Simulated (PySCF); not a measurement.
Bond curve of InGa

Set-up: PySCF, scalar-relativistic core potentials, basis sets In cc-pVDZ-PP with ECP28, Ga cc-pVDZ-PP with ECP10. Energies in eV from In + Ga in their ground configurations at the same level. State: ³Π (triplet), unpaired electrons σ ↑, π ↑.

All columns are PBE0. A positive dipole means In(−)Ga(+).

```tsv
R (Å)	E (eV)	μ (D)	Mulliken charge on In (basis-dependent)	HOMO (eV)	LUMO (eV)	Mayer bond order	⟨S²⟩
2.489	-0.944	-0.19	0.08	-4.40	-3.06	1.30	2.01
2.605	-1.164	-0.20	0.07	-4.42	-2.93	1.25	2.01
2.720	-1.283	-0.22	0.06	-4.34	-2.81	1.22	2.01
2.807	-1.324	-0.23	0.05	-4.24	-2.73	1.19	2.01
2.894	-1.336	-0.24	0.05	-4.15	-2.66	1.17	2.01
2.981	-1.324	-0.25	0.04	-4.07	-2.59	1.15	2.01
3.097	-1.283	-0.26	0.04	-3.97	-2.52	1.12	2.01
3.241	-1.204	-0.28	0.03	-3.87	-2.43	1.10	2.01
3.415	-1.085	-0.30	0.03	-3.76	-2.35	1.07	2.01
3.646	-0.909	-0.32	0.02	-3.63	-2.26	1.05	2.00
```

A fit through these points gives, at Re = 2.890 Å, μ = -0.24 D and dμ/dR = -0.111 D/Å; the reduced mass is 43.08 u.

Q: How strong is the fundamental in the double-harmonic approximation, I = 42.26·(dμ/dR)²/μred km/mol?

A: I = 42.26·(-0.111)²/43.08 = 0.0121 km/mol at PBE0.

These are scalar-relativistic numbers at best; spin–orbit coupling would shift them, the dissociation energy most. The state was picked by a PBE0 search and need not be the measured ground state.
